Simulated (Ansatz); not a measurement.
Basis-set extrapolation for CH₈BFSi₂, SMILES `BC([SiH3])[SiH2]F` (PBE0-D4/def2-TZVP geometry, frozen core, Ansatz 0.2.0). Multiplicity 1, RHF reference.

```json
{"": "HF", "def2-TZVPP": "-744.667282", "def2-QZVPP": "-744.693699"}
{"": "MP2 correlation", "def2-TZVPP": "-0.778387", "def2-QZVPP": "-0.838714"}
{"": "CCSD(T) correlation", "def2-TZVPP": "-0.865875", "def2-QZVPP": "not run"}
```

Energies in hartree. Use E(X) = E(∞) + A·exp(−7.88·√X) for Hartree–Fock and E(X) = E(∞) + B·X^(−2.97) for correlation, with X = 3 and 4, and add CCSD(T) minus MP2 of the smaller set to the MP2 limit.

**Question.** What is the CCSD(T) energy at the basis-set limit?

**Answer.** HF limit: -744.693699 + (-0.026417) × 0.13774 = -744.69734. MP2 limit: -0.838714 + (-0.060327) × 0.74074 = -0.88340. Higher-order term: -0.865875 − (-0.778387) = -0.08749. Total: -745.66823 hartree, 3.68 eV below CCSD(T)/def2-TZVPP.
